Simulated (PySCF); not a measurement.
Level of theory: delta-SCF UKS SCAN, pcX-2 on the ionised atom, pcseg-1 elsewhere, spin-free X2C in PySCF. Geometries: PBE0-D3(BJ)/def2-SVP; isolated species, one conformer each. Values against the vacuum level.

**Question.** Rank by computed C 1s binding energy, lowest first.
A. C1 in `[CH3:1][C:2](=[O:3])[SiH:4]([SiH3:5])[SiH3:6]`
B. C1 in `[CH2:1]=[CH:2][AlH:3][CH:4]1[CH2:5][CH2:6][CH2:7][CH2:8]1`
C. C3 in `[CH2:1]1[CH2:2][CH:3]([AlH:4][CH:5]2[CH2:6][CH2:7]2)[CH2:8]1`
D. C5 in `[CH3:1][CH2:2][SiH2:3]/[CH:4]=[CH:5]\[SiH3:6]`

**Answer.** C (289.32 eV), D (289.99 eV), B (290.42 eV), A (290.99 eV).

The highest is bonded to C and 3 H, the lowest to 2 C, H and Al; the range is 1.67 eV.
